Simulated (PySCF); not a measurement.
Molecule: SMILES COBP, CH$_{6}$BOP.

Structure with atom numbers: `[CH3:1][O:2][BH:3][PH2:4]` (H(Xn): hydrogen on atom n).

Geometry PBE0-D3(BJ)/def2-SVP throughout; GIAO in PySCF 2.14, gas phase, one conformer, non-relativistic; equivalent atoms averaged; basis pcSseg-2.

(1) How do the shifts δ (against TMS, H2O, BF3·OEt2, H3PO4 at the same level) depend on the functional? (ppm; last column core-seconds on shared hosts with different chips, so compare them loosely; the GGAs took longer than the global hybrids here, which isn't the general rule, and the cause wasn't traced)

(2) Which nucleus moves most, in ppm?

Results:

(1) 
| functional | kind | C1 | O2 | B3 | P4 | H(B3) | H(C1) | H(P4) | core-s |
| --- | --- | --- | --- | --- | --- | --- | --- | --- | --- |
| HF | Hartree–Fock | 53.5 | 142.0 | 57.7 | -210.2 | 5.74 | 3.54 | 2.25 | 9.5 |
| LDA | LDA | 61.4 | 232.6 | 60.8 | -255.9 | 6.59 | 3.97 | 2.61 | 22 |
| PBE | GGA | 60.7 | 221.7 | 57.3 | -241.0 | 6.44 | 3.90 | 2.44 | 28 |
| BLYP | GGA | 60.7 | 219.6 | 58.0 | -230.4 | 6.29 | 3.92 | 2.34 | 27 |
| BP86 | GGA | 60.8 | 217.3 | 56.9 | -237.9 | 6.40 | 3.89 | 2.42 | 27 |
| OPBE | GGA | 59.6 | 208.2 | 53.7 | -237.9 | 6.44 | 3.82 | 2.45 | 28 |
| KT2 | GGA | 59.4 | 209.5 | 54.2 | -235.3 | 6.29 | 3.86 | 2.40 | 29 |
| KT3 | GGA | 58.8 | 201.9 | 53.2 | -224.8 | 6.17 | 3.82 | 2.30 | 29 |
| B97-D | GGA | 59.8 | 201.8 | 54.3 | -226.5 | 6.19 | 3.87 | 2.34 | 27 |
| B3LYP | global hybrid | 59.3 | 202.8 | 59.3 | -230.3 | 6.17 | 3.82 | 2.32 | 19 |
| wB97X-D | range-separated hybrid | 58.8 | 189.2 | 57.7 | -240.8 | 6.14 | 3.74 | 2.33 | 23 |

(2) O2 (oxygen bonded to C, B): from 142.0 ppm with HF to 232.6 ppm with LDA. The smallest spread is 0.35 ppm, at H(P4). Proton shifts span only some 12 ppm, so a few tenths of a ppm matter as much there as several ppm in carbon.
